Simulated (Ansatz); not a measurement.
Isolated molecules relaxed with PBE0-D4/def2-TZVP in Ansatz; ΔE leaves out vibrations. CCSD(T)/CBS adds triple-zeta CCSD(T) − MP2 to the extrapolated MP2 energy (def2 sets, frozen cores). DFT in def2-TZVPP. Each species was taken in one conformer, which may not be the lowest.

Consider the redistribution: `O[SiH2][O][AlH2]` + `CO[SiH2][SiH3]` → `C[O][AlH2]` + `O[SiH2]O[SiH2][SiH3]`.

| level | ΔE (kJ/mol) |
| --- | --- |
| PBE-D4 | 6.1 |
| r2SCAN-D4 | 8.6 |
| ωB97X-V | 9.7 |
| r2SCAN | 9.4 |
| CCSD(T)/def2-TZVPP | 10.9 |
| HF/def2-QZVPP | 15.3 |
| SCS-MP2/def2-QZVPP | 11.7 |
| HF/CBS(def2) | 15.3 |

(1) What does CCSD(T)/CBS give? (An estimate is asked.)

Largest T1 diagnostic among the species: 0.012.

## Answers

(1) The calculation gave: +10.5 kJ/mol. The listed levels differ from it by -4.4, -1.9, -0.8, -1.1, 0.4, 4.8, 1.2, 4.8 kJ/mol.

In def2-TZVPP, CCSD(T) changes the Hartree–Fock value by −4.5 kJ/mol (the triples alone add −0.8 kJ/mol) and MP2 by −3.8 kJ/mol. The D4 term adds −3.9 kJ/mol with B3LYP and −2.4 kJ/mol with PBE0; it sums over pairs of atoms, weighted by their polarisabilities, and B3LYP, whose exchange is more repulsive, gets the larger term.

B3LYP here is the variant with VWN-RPA as its local correlation; programs differ in this.
